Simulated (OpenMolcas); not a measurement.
W5+ (d1) among equal point charges was computed by CASSCF with the d shell active (OpenMolcas, ANO-RCC-VDZP on the metal). Its lowest spin-free states, and all those of the highest spin:

```tsv
2S+1	Degeneracy	E (cm-1)
2	1	0.0
2	2	11556
2	1	32795
2	1	52339
```

Is the site octahedral, tetrahedral or cube-like, axial, or of lower symmetry?

The states with 2S+1 = 2 have orbital degeneracies 1, 2, 1, 1. There are pairs but no triples, so the site is axial: not cubic, but with a proper or improper axis of order three or more. The run had W5+ among 4 point charges of -2 e arranged as a square (D4h), 1.8 Å from the ion.

Point charges carry no covalency, so the field is a model and not that of real ligands. No measured value stands beside these numbers.
